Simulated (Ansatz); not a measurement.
Total energies of `C[O][In]([OH])[O]C`.

Cartesian coordinates in Å:
```
C -0.304 -2.603 -0.692
O -0.472 -1.966 0.552
In -0.179 -0.030 0.784
O -0.428 0.791 2.561
O 0.357 1.070 -0.761
C 0.575 2.457 -0.650
H -0.969 -2.203 -1.467
H 0.725 -2.534 -1.067
H -0.542 -3.664 -0.563
H -0.688 0.141 3.219
H -0.321 3.003 -0.328
H 0.859 2.835 -1.637
H 1.385 2.704 0.048
```

Total charge 0; spin multiplicity 1. Correlated methods include outer-core shells of In, which these sets cover unevenly. In: def2 effective core potential. The structure was optimised at the PBE0-D4/def2-TZVP level. It is one conformer, not always the lowest. Basis def2-TZVPP, Ansatz 0.2.0.

RPA on PBE orbitals: Hartree–Fock energy of these orbitals -493.65588 Eh, correlation -2.09007 Eh (frozen core).

```csv
functional,energy without D4 (Eh),D4 term (kJ/mol)
LDA (SPW92),-493.68969,–
PBE,-496.03077,-22.4
r2SCAN,-496.28777,-5.8
B97M-V,-496.30763,–
PBE0,-496.03328,-19.1
B3LYP,-496.44969,-35.9
r2SCANh,-496.25379,-6.2
r2SCAN0,-496.20515,-6.8
BHLYP,-496.12818,-29.1
LC-ωPBE,-496.22827,–
ωB97X-V,-496.25588,–
ωB97M-V,-496.20995,–
B2PLYP,-495.94585,–
PBE-QIDH,-495.79020,–
```

(1) Give the same for revPBE, BLYP, HSE06 (plane-wave form), CAM-B3LYP. (Estimate.)

B3LYP takes the VWN-RPA correlation (the form of Gaussian; ORCA's B3LYP/G). HSE06 is the plane-wave form, built on full-range PBE exchange. The double hybrids freeze the cores in their second-order part.

Answers

(1) Ansatz gave: 
```tsv
functional	energy without D4 (Eh)	D4 term (kJ/mol)
revPBE	-496.32889	-64.8
BLYP	-496.25813	-48.0
HSE06 (plane-wave form)	-496.01717	-18.0
CAM-B3LYP	-496.23976	-19.6
```

LC-ωPBE has ω = 0.4 bohr⁻¹.
